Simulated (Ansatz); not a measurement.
Relaxation of H$_{4}$O$_{2}$Sn (7 atoms, charge 0, multiplicity 1), to a largest force component of 0.03 eV/Å in at most 50 steps.

Theory: Ansatz, RKS PBE-D4/def2-SVP.

```xyz
7
Properties=species:S:1:pos:R:3:forces:R:3
Sn 0.025 0.247 -1.040 0.08 -0.01 0.36
O 1.234 -0.067 1.839 0.15 -0.01 -1.00
H 0.617 -0.781 1.529 0.00 0.02 0.02
H 1.946 -0.173 1.158 -0.21 0.02 0.61
H -1.565 1.059 -0.711 -0.01 0.00 0.00
O -0.468 -1.447 0.040 -0.01 -0.01 0.02
H -1.381 -1.364 0.381 0.00 -0.01 -0.01
```

Q: Where does it end, and by what steps?

A: The forces met the threshold. After 7 steps the energy has fallen by 0.376 eV; O2 moved furthest, 0.58 Å. Joined: Sn1–O2 (3.14 → 2.41 Å).

| step | energy less start (eV) | largest force component (eV/Å) | accepted |
| --- | --- | --- | --- |
| 0 | 0.0000 | 1.001 | yes |
| 1 | -0.0918 | 1.531 | yes |
| 2 | -0.1784 | 1.378 | yes |
| 3 | -0.2725 | 1.309 | yes |
| 4 | -0.3550 | 0.639 | yes |
| 5 | -0.3725 | 0.130 | yes |
| 6 | -0.3747 | 0.123 | yes |
| 7 | -0.3761 | 0.022 | yes |

```xyz
7
Properties=species:S:1:pos:R:3
Sn 0.164 0.195 -0.910
O 0.994 0.121 1.351
H 0.450 -0.748 1.240
H 1.927 -0.174 1.346
H -1.301 1.128 -0.370
O -0.445 -1.564 0.136
H -1.381 -1.485 0.404
```

Whether the end is a true minimum wasn't checked by a vibrational analysis.

The run took 26 s on 1 thread of Arm Neoverse N1 (shared host), peak memory 0.14 GiB.
